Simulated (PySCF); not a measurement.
Species: [AlCl4]- (charge -1).
Structure used (PBE0-D3(BJ)/def2-SVP), in Å, numbered top down from 1:
```xyz
5
AlCl4 angstrom
Al    -0.0032    0.0004    0.0033
Cl    -0.0058   -0.0243    2.1650
Cl     2.0349    0.0098   -0.7090
Cl    -1.0176    1.7723   -0.7080
Cl    -1.0083   -1.7582   -0.7514
```

Theory: PySCF 2.14.0, PBE0-D3(BJ)/def2-SVP geometry optimisation, gas phase.

Take the most abundant isotopes and a rigid rotor. 

Q: Give the principal moments of inertia and the rotational constants in GHz.

A: Ia = 434.25, Ib = 435.22, Ic = 437.08 u·Å²; 505379 MHz·u·Å²/I gives 1164, 1161 and 1156 MHz, that is A = 1.1638, B = 1.1612, C = 1.1563 GHz.

Q: What kind of rotor is it?

A: A spherical top, as the point group Td requires three equal moments; the computed ones differ by 0.65 % because the geometry is symmetric only within the optimiser's tolerance.

The point group Td allows no dipole (computed: 0.02 D (about the centre of mass, as the species is charged)), so a rigid rotor has no electric-dipole lines.

Q: Estimate the classical rotational partition function at 10 K, 50 K and 100 K.

A: Point group Td, symmetry number σ = 12; q = (√π/σ)·√((kT/h)³/(ABC)), k/h = 20836.6 MHz/K: 355 at 10 K, 3970 at 50 K, 11200 at 100 K.

Not checked by PBE0-D3(BJ)/def2-SVP frequencies. The geometry's basis has no diffuse functions, a weakness for an anion. No vibrational averaging or centrifugal distortion is included, and the geometry carries the error of its method.
